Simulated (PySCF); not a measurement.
CaH2O2, SMILES [OH][Ca][OH].

Coordinates come from a B3LYP-D3(BJ)/def2-TZVP optimisation. The values are those of a single conformer.

These are PySCF 2.14.0 with TDA-CAM-B3LYP/def2-SVPD values and carry that method's errors.

Vertical excitations. Isolated molecule, no solvent. State labels are in the subgroup C2v.

```
state  symmetry  energy (eV)  λ (nm)      f                                                  main pairs
-----  --------  -----------  ------  -----  ----------------------------------------------------------
S1           B1         4.99     249  0.082                                              HOMO→LUMO 94 %
S2           A1         4.99     249  0.081                                            HOMO−1→LUMO 94 %
S3           A2         5.19     239  0.000                                            HOMO−3→LUMO 93 %
S4           B2         5.19     239  0.000                                            HOMO−2→LUMO 93 %
S5           B1         6.81     182  0.001                        HOMO−1→LUMO+1 47 %, HOMO→LUMO+2 44 %
S6           B1         6.82     182  0.000                        HOMO→LUMO+2 47 %, HOMO−1→LUMO+1 45 %
S7           A1         6.82     182  0.000                        HOMO−1→LUMO+2 46 %, HOMO→LUMO+1 46 %
S8           A2         6.87     180  0.000                        HOMO→LUMO+3 67 %, HOMO−3→LUMO+4 19 %
S9           B2         6.87     180  0.000                      HOMO−1→LUMO+3 67 %, HOMO−2→LUMO+4 19 %
S10          A1         6.96     178  0.043  HOMO−2→LUMO+3 48 %, HOMO−1→LUMO+4 29 %, HOMO−1→LUMO+7 12 %
T1           B1         4.86     255      0                                              HOMO→LUMO 92 %
T2           A1         4.86     255      0                                            HOMO−1→LUMO 92 %
T3           A2         5.08     244      0                                            HOMO−3→LUMO 90 %
T4           B2         5.08     244      0                                            HOMO−2→LUMO 90 %
```
Triplets are in the Tamm–Dancoff approximation.
